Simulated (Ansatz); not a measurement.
The cluster W₂O₆⁺. Charge 1, multiplicity 2. Geometry PBE-D4/def2-SVP, that of the neutral singlet; atoms count from 1.

```xyz
8

W     0.920    0.566    0.974
W    -0.920   -0.566   -0.974
O     2.019    1.860    0.668
O    -2.019   -1.860   -0.668
O    -0.900    0.849    0.356
O    -1.076   -0.046   -2.611
O     1.076    0.046    2.611
O     0.900   -0.849   -0.356
```

In the def2 sets W takes a core potential; there is no spin–orbit coupling. The structure comes from a short search, and lower isomers may exist.

(1) Estimate the Mulliken populations from the PBE0/def2-TZVP orbitals of Ansatz.

(2) Where does the spin sit?

(3) And the Mayer bond orders between heavy atoms (over 0.3)?

Answers

(1) 
```json
{"atom": "W1", "charge (e)": "1.63", "spin (α − β)": "-0.16", "d electrons": "3.48"}
{"atom": "W2", "charge (e)": "1.63", "spin (α − β)": "-0.16", "d electrons": "3.48"}
{"atom": "O3", "charge (e)": "-0.28", "spin (α − β)": "0.34", "d electrons": "–"}
{"atom": "O4", "charge (e)": "-0.28", "spin (α − β)": "0.34", "d electrons": "–"}
{"atom": "O5", "charge (e)": "-0.56", "spin (α − β)": "-0.01", "d electrons": "–"}
{"atom": "O6", "charge (e)": "-0.28", "spin (α − β)": "0.34", "d electrons": "–"}
{"atom": "O7", "charge (e)": "-0.28", "spin (α − β)": "0.34", "d electrons": "–"}
{"atom": "O8", "charge (e)": "-0.56", "spin (α − β)": "-0.01", "d electrons": "–"}
```
Mulliken values depend strongly on the basis.

(2) Summed by element: W -0.33, O 1.33, of 1 unpaired in all. Largest on single atoms: O6 0.34, O4 0.34, O3 0.34.

(3) W1–O3 1.95 (1.72 Å); W1–O5 0.97 (1.94 Å); W1–O7 1.95 (1.72 Å); W1–O8 0.97 (1.94 Å); W2–O4 1.95 (1.72 Å); W2–O5 0.97 (1.94 Å); W2–O6 1.95 (1.72 Å); W2–O8 0.97 (1.94 Å).
